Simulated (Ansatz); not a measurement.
BMe2(PMe2) (C₄H₁₂BP). Total charge 0; singlet. Geometry r2SCAN-D4/def2-SVP; atoms count from 1.

```tsv
atom	x (Å)	y (Å)	z (Å)
B1	-0.6662	0.1999	0.6463
C2	-0.2389	1.2455	1.7485
H3	0.5945	0.7889	2.3202
H4	-1.0346	1.4571	2.4828
H5	0.1476	2.2015	1.3611
C6	-1.7627	-0.8823	0.9803
H7	-1.4060	-1.4870	1.8359
H8	-2.0338	-1.5758	0.1706
H9	-2.6861	-0.3940	1.3415
P10	0.0185	0.3623	-1.0996
C11	0.2216	-1.3258	-1.8342
C12	1.7559	0.9966	-0.9989
H13	0.9480	-1.9469	-1.2854
H14	0.5515	-1.2386	-2.8809
H15	-0.7512	-1.8395	-1.8356
H16	2.4332	0.3030	-0.4742
H17	2.1491	1.1753	-2.0115
H18	1.7594	1.9598	-0.4669
```

Question: Estimate the Mulliken populations from the PBE0/def2-TZVP orbitals of Ansatz.

Answer: 
```csv
atom,charge (e)
B1,0.11
C2,-0.45
H3,0.14
H4,0.13
H5,0.13
C6,-0.44
H7,0.14
H8,0.12
H9,0.14
P10,0.01
C11,-0.43
C12,-0.43
H13,0.13
H14,0.14
H15,0.14
H16,0.13
H17,0.14
H18,0.14
```
Mulliken values and Mayer orders depend strongly on the basis.

Question: And the Mayer bond orders between bonded heavy atoms (over 0.3)?

Answer: B1–C2 1.03 (1.58 Å); B1–C6 1.04 (1.58 Å); B1–P10 1.29 (1.88 Å); P10–C11 0.99 (1.85 Å); P10–C12 0.99 (1.85 Å).
